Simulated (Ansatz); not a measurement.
Basis-set extrapolation for C3H3FSi (PBE0-D4/def2-TZVP geometry, frozen core, the Gaussian-basis code of Ansatz). Multiplicity 1, RHF reference.

```json
{"": "HF", "def2-TZVPP": "-503.635428", "def2-QZVPP": "-503.653966"}
{"": "MP2 correlation", "def2-TZVPP": "-0.833054", "def2-QZVPP": "-0.895635"}
{"": "CCSD(T) correlation", "def2-TZVPP": "-0.896536", "def2-QZVPP": "not run"}
```

Energies in hartree. Use E(X) = E(∞) + A·exp(−7.88·√X) for Hartree–Fock and E(X) = E(∞) + B·X^(−2.97) for correlation, with X = 3 and 4, and add CCSD(T) minus MP2 of the smaller set to the MP2 limit.

Question: What is the CCSD(T) energy at the basis-set limit?

Answer: HF limit: -503.653966 + (-0.018538) × 0.13774 = -503.65652. MP2 limit: -0.895635 + (-0.062581) × 0.74074 = -0.94199. Higher-order term: -0.896536 − (-0.833054) = -0.06348. Total: -504.66199 hartree, 341.4 kJ/mol below CCSD(T)/def2-TZVPP.
